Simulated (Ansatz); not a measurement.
# Molecular dynamics of BF3H2

input.yaml

```yaml
crystal:
  periodic: [false, false, false]
  atoms:
    - { symbol: B, position_ang: [-0.2229, -0.2075, -0.3321] }
    - { symbol: F, position_ang: [0.4348, -0.4668, 1.1921] }
    - { symbol: F, position_ang: [0.4708, -0.8762, -1.2062] }
    - { symbol: F, position_ang: [-1.5216, -0.2668, -0.2476] }
    - { symbol: H, position_ang: [0.5243, 0.6296, 0.6886] }
    - { symbol: H, position_ang: [0.3145, 1.1877, -0.0947] }
magnetization:
  spin_polarized: true
basis:
  gaussian: { orbitals: "6-31G" }
hamiltonian:
  xc: pbe
  dispersion: d4
md:
  timestep: 0.5
  n_steps: 150
  ensemble: nve
  temperature: 600.0
  initial_velocities: maxwell_boltzmann
  seed: 578591
```

Run as:

```bash
$ ansatz run input.yaml --threads 1 --pin off --max-ram 2048MiB --backend cpu --events-out ev --progress --plain --runs-dir out
```

It starts from a rough guess of a transition structure, not a stationary point.

Output, in part (step lines, the closing report, with atoms numbered from 0):

```
md step     0: t =     0.00 fs  T =   600.0 K  F+E_penalty+E_count = -8850.19191268 eV  E_kin = 0.310224 eV  conserved = -8849.88168868 eV  (24 SCF iters)
[... lines left out ...]
Total energy: -8852.24814410 eV, -325.3141190264 hartree
Atom 0 at    -0.187296    -0.643109    -0.021470 Å, force    -0.106014    -0.434731    -0.111968 eV/Å
Atom 1 at     0.245371    -1.035545     1.206039 Å, force     0.248829     0.084247    -0.130458 eV/Å
Atom 2 at     0.551562    -0.820766    -1.150190 Å, force     0.205180     0.049854     0.239318 eV/Å
Atom 3 at    -1.441279    -0.155443    -0.144145 Å, force    -0.347986     0.300733     0.003054 eV/Å
Atom 4 at     0.289954     6.828285    -3.219305 Å, force    -0.591053    -0.586587    -0.622104 eV/Å
Atom 5 at     0.701283     7.236445    -2.786317 Å, force     0.591042     0.586484     0.622159 eV/Å
Dipole moment:     0.024798     0.023562     0.008011 e Å
```

The steps, from the saved trajectory:

```json
{"time (fs)": "0.0", "T (K)": "600", "potential energy less start (eV)": "0.000", "conserved less start (meV/atom)": "0.00"}
{"time (fs)": "2.5", "T (K)": "382", "potential energy less start (eV)": "0.113", "conserved less start (meV/atom)": "0.11"}
{"time (fs)": "5.0", "T (K)": "840", "potential energy less start (eV)": "-0.124", "conserved less start (meV/atom)": "0.09"}
{"time (fs)": "7.5", "T (K)": "1878", "potential energy less start (eV)": "-0.661", "conserved less start (meV/atom)": "-0.07"}
{"time (fs)": "10.0", "T (K)": "2923", "potential energy less start (eV)": "-1.202", "conserved less start (meV/atom)": "-0.12"}
{"time (fs)": "12.5", "T (K)": "3563", "potential energy less start (eV)": "-1.534", "conserved less start (meV/atom)": "-0.33"}
{"time (fs)": "15.0", "T (K)": "3372", "potential energy less start (eV)": "-1.434", "conserved less start (meV/atom)": "-0.20"}
{"time (fs)": "17.5", "T (K)": "3042", "potential energy less start (eV)": "-1.262", "conserved less start (meV/atom)": "0.19"}
{"time (fs)": "20.0", "T (K)": "3731", "potential energy less start (eV)": "-1.620", "conserved less start (meV/atom)": "-0.16"}
{"time (fs)": "22.5", "T (K)": "4450", "potential energy less start (eV)": "-1.993", "conserved less start (meV/atom)": "-0.35"}
{"time (fs)": "25.0", "T (K)": "4229", "potential energy less start (eV)": "-1.877", "conserved less start (meV/atom)": "-0.16"}
{"time (fs)": "27.5", "T (K)": "3487", "potential energy less start (eV)": "-1.493", "conserved less start (meV/atom)": "-0.09"}
{"time (fs)": "30.0", "T (K)": "2861", "potential energy less start (eV)": "-1.169", "conserved less start (meV/atom)": "0.08"}
{"time (fs)": "32.5", "T (K)": "2854", "potential energy less start (eV)": "-1.165", "conserved less start (meV/atom)": "0.10"}
{"time (fs)": "35.0", "T (K)": "3431", "potential energy less start (eV)": "-1.465", "conserved less start (meV/atom)": "-0.16"}
{"time (fs)": "37.5", "T (K)": "3840", "potential energy less start (eV)": "-1.677", "conserved less start (meV/atom)": "-0.26"}
{"time (fs)": "40.0", "T (K)": "3474", "potential energy less start (eV)": "-1.487", "conserved less start (meV/atom)": "-0.16"}
{"time (fs)": "42.5", "T (K)": "3006", "potential energy less start (eV)": "-1.243", "conserved less start (meV/atom)": "0.16"}
{"time (fs)": "45.0", "T (K)": "3738", "potential energy less start (eV)": "-1.623", "conserved less start (meV/atom)": "-0.09"}
{"time (fs)": "47.5", "T (K)": "4541", "potential energy less start (eV)": "-2.040", "conserved less start (meV/atom)": "-0.37"}
{"time (fs)": "50.0", "T (K)": "4254", "potential energy less start (eV)": "-1.891", "conserved less start (meV/atom)": "-0.23"}
{"time (fs)": "52.5", "T (K)": "3446", "potential energy less start (eV)": "-1.471", "conserved less start (meV/atom)": "0.07"}
{"time (fs)": "55.0", "T (K)": "2972", "potential energy less start (eV)": "-1.226", "conserved less start (meV/atom)": "0.05"}
{"time (fs)": "57.5", "T (K)": "3007", "potential energy less start (eV)": "-1.245", "conserved less start (meV/atom)": "-0.05"}
{"time (fs)": "60.0", "T (K)": "3262", "potential energy less start (eV)": "-1.377", "conserved less start (meV/atom)": "-0.01"}
{"time (fs)": "62.5", "T (K)": "3481", "potential energy less start (eV)": "-1.491", "conserved less start (meV/atom)": "-0.15"}
{"time (fs)": "65.0", "T (K)": "3391", "potential energy less start (eV)": "-1.444", "conserved less start (meV/atom)": "-0.19"}
{"time (fs)": "67.5", "T (K)": "2990", "potential energy less start (eV)": "-1.235", "conserved less start (meV/atom)": "0.06"}
{"time (fs)": "70.0", "T (K)": "3045", "potential energy less start (eV)": "-1.263", "conserved less start (meV/atom)": "0.10"}
{"time (fs)": "72.5", "T (K)": "3959", "potential energy less start (eV)": "-1.738", "conserved less start (meV/atom)": "-0.20"}
{"time (fs)": "75.0", "T (K)": "4573", "potential energy less start (eV)": "-2.056", "conserved less start (meV/atom)": "-0.31"}
```

The run went to its last step. The conserved energy stayed within 0.43 meV per atom of its start (net change -0.31 meV per atom), so the integration is sound. The system heated up, since it started high on the potential surface and ran downhill. A run of 0.075 ps of so small a system gives no equilibrium averages. The orbitals stay closed-shell, which can raise the energy where a bond breaks towards radicals; this wasn't checked here. Limits of this set-up: no polarisation functions.

The step under study would form B1–H6, F2–H5 and break B1–F2, H5–H6. These pairs go: B1–H6 1.51 → 8.40 Å, F2–H5 1.21 → 9.02 Å, B1–F2 1.68 → 1.36 Å, H5–H6 0.98 → 0.72 Å. In the last frame they stand as before the step (other bonds may differ from the relaxed reactants and products). It ends as BF3 + H2. Pairs count as bonded within 1.25 times the sum of covalent radii (0.12 Å more for H–H).

Last frame:

```xyz
6
Properties=species:S:1:pos:R:3
B -0.187 -0.643 -0.021
F 0.245 -1.036 1.206
F 0.552 -0.821 -1.150
F -1.441 -0.155 -0.144
H 0.290 6.828 -3.219
H 0.701 7.236 -2.786
```

The run took 3.4 min on 1 thread of Arm Neoverse V1, on a shared host, peak memory 0.094 GiB.
